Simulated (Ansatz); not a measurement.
Cost and result for the atomization energy of `I[SiH]1NCN1` (10 atoms, 10 bonds).

```xyz
10

I     1.9567    1.2511    2.0255
Si    1.0916    0.3436   -0.0991
N     0.2241   -1.1328   -0.0183
C    -1.0456   -0.4131   -0.1949
N    -0.4597    0.8727   -0.5996
H     2.2387    0.4686   -1.0209
H     0.2666   -1.9114    0.6137
H    -1.6632   -0.8533   -0.9870
H    -1.6355   -0.3467    0.7292
H    -0.9737    1.7213   -0.4487
```

Charge 0, multiplicity 1. Correlated methods include outer-core shells of I, which these sets cover unevenly. I takes the def2 core potential. All single points use the PBE0-D4/def2-TZVP geometry. Program: Ansatz. All runs use 4 threads of an Arm Neoverse V2 on a shared host. Times are those of one run each, without the atoms' runs, and a repeat can differ threefold. Electronic energies, without spin–orbit coupling; frozen cores. CCSD(T)/CBS adds CCSD(T) − MP2 in def2-TZVPP to the MP2 limit, and its time is that of the two runs behind it. T1 = 0.010. With those shells the extrapolation isn't a true limit.

CCSD(T)/CBS is a level of theory with its own doubt, some kJ/mol a heavy atom from the limit and from the frozen cores, so smaller differences don't rank the functionals.

| level | functions | wall time | atomization (kJ/mol) | difference from CCSD(T)/CBS | per bond |
| --- | --- | --- | --- | --- | --- |
| BLYP-D4/def2-TZVPP | 255 | 2.7 s | 3507.3 | -4.1 | -0.4 |
| PBE-D4/def2-TZVPP (with forces) | 255 | 3 s | 3596.4 | 85.0 | 8.5 |
| PBE0-D4/def2-TZVPP | 255 | 4 s | 3521.0 | 9.6 | 1.0 |
| CAM-B3LYP-D4/def2-TZVPP | 255 | 4.7 s | 3517.6 | 6.2 | 0.6 |
| r2SCAN-D4/def2-TZVPP (with forces) | 255 | 6.5 s | 3494.6 | -16.8 | -1.7 |
| B2PLYP/def2-TZVPP | 255 | 8 s | 3457.2 | -54.2 | -5.4 |
| ωB97X-V/def2-TZVPP | 255 | 10 s | 3530.1 | 18.7 | 1.9 |
| CCSD(T)/def2-SVP | 111 | 11 s | 3209.1 | -302.3 | -30.2 |
| B97M-V/def2-TZVPP | 255 | 12 s | 3496.8 | -14.6 | -1.5 |
| ωB97M-V/def2-TZVPP (with forces) | 255 | 15 s | 3518.1 | 6.7 | 0.7 |
| MP2/def2-QZVPP | 473 | 27 s | 3534.2 | 22.8 | 2.3 |
| CCSD(T)/def2-TZVPP | 255 | 5.5 min | 3379.6 | -131.8 | -13.2 |
| CCSD(T)/CBS(def2) | – | 5.9 min | 3511.4 | 0.0 | 0.0 |

The D4 term adds +43.9 kJ/mol with B3LYP and +23.0 kJ/mol with PBE0; it sums over pairs of atoms, weighted by their polarisabilities, and B3LYP, whose exchange is more repulsive, gets the larger term. In def2-TZVPP, CCSD(T) changes the Hartree–Fock value by +1014.4 kJ/mol (the triples alone add +65.9 kJ/mol) and MP2 by +1090.2 kJ/mol; breaking electron pairs costs correlation energy, which Hartree–Fock lacks. From BLYP to BHLYP (50 % exact exchange), in def2-TZVPP and without D4, the atomization energy moves by −94.0 kJ/mol: exact exchange takes away binding that semilocal exchange gives to molecules.

B3LYP here is the variant with VWN-RPA as its local correlation; programs differ in this.

Spin–orbit coupling would lower the free I atoms strongly, and the atomization energy with them, by more than many differences here.
